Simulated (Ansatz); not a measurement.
Relaxation of CH₆BrNOSi (11 atoms, charge 0, multiplicity 1), to a largest force component of 0.015 eV/Å in at most 40 steps.

These are results of RKS BLYP/def2-mTZVP (Ansatz), not measurements.

```xyz
11
Properties=species:S:1:pos:R:3:forces:R:3
N -0.363 1.749 -0.142 -1.70 3.79 -0.08
Si 0.752 0.550 -0.129 2.04 -1.48 -1.07
Br 1.643 0.615 1.868 0.91 -0.15 1.54
C 0.020 -1.125 -0.343 -2.20 -0.48 0.07
O -1.190 -1.441 0.470 0.65 0.44 1.21
H -0.372 2.301 0.732 -0.50 -0.36 -0.24
H -0.144 2.461 -0.860 -0.42 -0.28 0.01
H 1.794 0.844 -1.188 -0.12 -0.32 0.18
H 0.690 -1.911 -0.139 1.39 -1.17 -0.19
H -0.394 -1.222 -1.352 0.33 -0.07 -0.32
H -0.887 -1.496 1.430 -0.38 0.09 -1.11
```

Question: Where does it end, and by what steps?

Answer: It converged. After 10 steps the energy has fallen by 0.779 eV; H6 moved furthest, 1.13 Å.

```tsv
step	energy less start (eV)	largest force component (eV/Å)	accepted
0	0.0000	3.789	yes
1	-0.4838	1.799	yes
2	-0.5989	1.327	yes
3	-0.6514	0.705	yes
4	-0.7097	0.285	yes
5	-0.7451	0.382	yes
6	-0.7580	0.716	yes
7	-0.7732	0.171	yes
8	-0.7771	0.128	yes
9	-0.7792	0.036	yes
10	-0.7795	0.014	yes
```

```xyz
11
Properties=species:S:1:pos:R:3
N -0.259 1.824 -0.345
Si 0.876 0.535 -0.171
Br 1.894 0.394 1.912
C -0.074 -1.113 -0.334
O -1.111 -1.208 0.684
H -1.156 1.740 0.137
H 0.055 2.794 -0.350
H 1.987 0.748 -1.134
H 0.600 -1.985 -0.308
H -0.603 -1.136 -1.297
H -0.661 -1.267 1.553
```

The run took 54 s on 2 threads of AMD EPYC 7R43 64-Core Processor (Zen 3), on a shared host, peak memory 0.19 GiB.
